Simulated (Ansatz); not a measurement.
Question: Name a neutral molecule of Ga, N and H with HOMO energy (B3LYP/def2-TZVPP) between -6.75 and -6.45 eV and HOMO energy (PBE0/def2-TZVPP) between -6.90 and -6.60 eV (Ansatz, PBE0-D4/def2-TZVP geometry).

Answer: `[NH2][Ga]([NH2])[NH2]` (-6.51 eV, -6.76 eV); `[NH2][GaH][NH2]` (-6.47 eV, -6.71 eV). Other molecules can fit too; these were computed, each in one conformer that needn't be the lowest.

B3LYP here is the variant with VWN-RPA as its local correlation; programs differ in this.
